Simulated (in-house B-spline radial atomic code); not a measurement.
Atomic self-consistent-field run: Sm3+ (an excited or competing configuration). All numbers are computed (scalar-relativistic (X2C) BHandHLYP, spin-polarised, spherical fractional occupations, exact exchange averaged over the configuration; Fermi nucleus of rms radius 5.0819 fm) with an all-electron radial atomic-structure program (B-spline basis), not measured.

Command:
```bash
python run_scf.py task.json out
```
Settings (nuclear radius in fm, mass in u):
```
Z                62
configuration    [Kr] 4d10 4f5 5s2 5p5 6p1
hamiltonian      x2c
method           bhandhlyp
spin_polarised   True
nucleus          fermi
rms_radius       5.0819
atomic_mass      151.91974
speed_of_light   137.035999084
exact_exchange   averaged over the configuration
```

Output (hartree, bohr):
```
 radial grid: 78 intervals, B-splines of order 8, outer radius 51.8919 bohr

 iter        energy (Eh)    residual
    1      -10397.307778    6.44e-01
    2      -10409.355917    8.33e-01
    3      -10423.134841    1.90e-01
    4      -10423.832024    5.47e-02
    5      -10423.889059    1.31e-02
    6      -10423.893433    7.28e-03
    7      -10423.894409    4.48e-04
    8      -10423.894415    1.61e-04
    9      -10423.894416    7.24e-06
   10      -10423.894416    6.45e-07
   11      -10423.894416    3.64e-08

 total energy                    -10423.89442
 kinetic                           11306.5078
 electron-nucleus                 -25470.6937
 Hartree                            3977.1779
 exact exchange                     -116.2841
 exchange-correlation               -120.6023

 orbital      occ     eigenvalue          <r>       <r^2>       <1/r>       r_max
 1s up      1.000     -1721.8174    0.0220422 0.000671232     73.5212     0.01366
 1s down    1.000     -1721.8125    0.0220422  0.00067123     73.5213     0.01366
 2s up      1.000      -284.7032    0.0963095   0.0110138     16.9376     0.08198
 2s down    1.000      -284.6991     0.096307    0.011013     16.9379     0.08198
 2p up      3.000      -254.3911    0.0850777   0.0088527     15.0725     0.06593
 2p down    3.000      -254.3854    0.0850765  0.00885229     15.0725     0.06593
 3s up      1.000       -64.4581     0.254222   0.0739917     6.07406      0.2336
 3s down    1.000       -64.3684        0.254   0.0738529     6.08002      0.2335
 3p up      3.000       -54.8451     0.252584   0.0740554     5.55081      0.2288
 3p down    3.000       -54.7472     0.252297   0.0738733     5.55698      0.2287
 3d up      5.000       -41.6244     0.230977   0.0627669     5.21587      0.1877
 3d down    5.000       -41.5309     0.230508   0.0624732     5.22379      0.1876
 4s up      1.000       -14.4588       0.5787    0.377894      2.5004      0.5396
 4s down    1.000       -14.2219     0.578474    0.377524     2.49975      0.5393
 4p up      3.000       -11.2420     0.611645    0.425356     2.26582      0.5625
 4p down    3.000       -10.9879      0.61188    0.425654       2.263      0.5622
 4d up      5.000        -6.6366     0.668659    0.518211     1.97932      0.5877
 4d down    5.000        -6.3369     0.668642       0.518     1.97665      0.5872
 4f up      5.000        -1.7108     0.866281    0.941858     1.47241      0.6058
 5s up      1.000        -3.1033      1.36319      2.0795    0.979194       1.242
 5s down    1.000        -2.9262      1.38159     2.13833    0.963416       1.251
 5p up      3.000        -2.2160      1.54312     2.67797    0.847237       1.383
 5p down    2.000        -2.0975      1.57645     2.79775    0.826438       1.402
 6p up      1.000        -0.7626      3.63256     14.6127    0.347765       3.396
```

Time taken, with all properties: 0.43 s on 1 thread of Intel(R) Xeon(R) Platinum 8488C, with other jobs on the host.

One-electron X2C: radii and densities carry no picture-change correction, so inner-shell <1/r> comes out high (for 1s by about 2 % at Z = 33, 5 % at 54, 10 % at 75, 30 % at 118) and <r> low.
